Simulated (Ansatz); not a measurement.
The first iterations of a band of CH6SSi2 (10 atoms, charge 0, multiplicity 1).

Computed with Ansatz, RHF/def2-SVP.

- movable images: 7
- climbing image: yes
- spring: 5.0 eV/Å²
- optimiser: quadratic models (default)
- start path: through a guess of the saddle point
- force threshold: 0.03 eV/Å
- iteration limit: 60
- end points: relaxed

First end point:

```xyz
10
Properties=species:S:1:pos:R:3
Si -1.402 0.791 -0.849
Si -0.101 -0.723 0.398
C 1.655 -0.292 0.804
S 1.580 -1.560 -0.569
H -0.488 1.709 -1.568
H -2.286 1.573 0.050
H -2.240 0.051 -1.821
H -0.824 -1.575 1.361
H 2.108 -0.678 1.711
H 2.081 0.654 0.487
```

Last end point:

```xyz
10
Properties=species:S:1:pos:R:3
Si -1.384 0.769 -0.899
Si 0.039 -0.827 0.086
C 1.484 -0.258 1.095
S 2.042 -0.868 -0.583
H -1.784 0.318 -2.252
H -0.654 2.054 -0.991
H -2.603 0.948 -0.072
H -0.578 -2.114 0.460
H 1.847 -0.874 1.912
H 1.672 0.800 1.247
```

| iteration | highest image above the first end (eV) | largest band force component (eV/Å) |
| --- | --- | --- |
| 1 | 1.193 | 6.058 |
| 2 | 0.263 | 3.121 |

Does the band converge within its limit, and where does its top end?

It converged. It ended after 6 iterations with the highest image 0.042 eV above the first end. A vibrational analysis at the climbing image gives one clearly imaginary mode, 97i cm⁻¹: a first-order saddle point.

Run time: 91 s on 1 thread of Arm Neoverse V1, on a shared host, peak memory 0.2 GiB.
